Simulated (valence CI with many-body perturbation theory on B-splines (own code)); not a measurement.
Values are calculated unless marked as measured or tabulated.
## In42+ in three bases

Level of theory: configuration interaction combined with many-body perturbation theory (CI+MBPT): five valence electrons over a frozen Dirac-Fock core [He], radial functions for each j: 9 s, 9 p, 8 d, 6 f, 3 g, 1 h, with the one-electron correlation potential Σ1, the two-electron term Σ2, the three-electron term Σ3, Breit, model QED; selected CI, second order for the rest, scaled by the run's own slope (own B-spline code, finite nucleus).

The last digits are not significant, and no measured levels were compared; by estimate large intervals hold to a few tenths of a per cent, small ones and those within an open d or f shell to about a per cent. Among the levels kept, up to 3500 cm⁻¹ of a level comes from second order outside the variational space, and about a tenth of that is noise between levels of different J, which matters for small intervals.

The reference run has the lowest level (2s^2 2p1/2^2 2p3/2) J=3/2 and an ionisation energy of 6764.92 eV. Its largest variational space holds 20000 state functions.

Levels are named by their leading jj configuration (3d3/2^4 stands for four electrons in 3d with j = 3/2), which in mixed levels can hold well under half, so a name can repeat and another be missing. Letters in brackets count levels of one name in rising energy.

Changed runs:
A. basis 6 s, 6 p, 5 d, 3 f, 1 g
B. basis 5 s, 5 p, 4 d, 2 f

Excitation energies of the reference run in cm⁻¹, and shifts in cm⁻¹:

```csv
Level,Reference,A,B
(2s^2 2p1/2 2p3/2^2) J=3/2,1651720,-47,-241
(2s^2 2p1/2 2p3/2^2) J=5/2,1800890,+100,+185
(2s^2 2p1/2 2p3/2^2) J=1/2,2016630,+66,+264
(2s 2p1/2^2 2p3/2^2) J=5/2,3190230,-67,-224
(2s 2p1/2^2 2p3/2^2) J=1/2,3671100,+1.6,+190
(2s^2 2p3/2^3) J=3/2,3676560,+39,+61
(2s 2p1/2^2 2p3/2^2) J=3/2,3682970,+69,+275
(2s 2p1/2 2p3/2^3) J=3/2 [a],4999320,-82,-233
(2s 2p1/2 2p3/2^3) J=5/2,5234740,+97,+243
(2s 2p1/2 2p3/2^3) J=1/2,5482870,+33,+177
(2s 2p1/2 2p3/2^3) J=3/2 [b],5577320,+152,+491
(2s 2p3/2^4) J=1/2,7278700,+41,+251
Ionisation energy (eV),6764.92,-0.026,-0.12
```
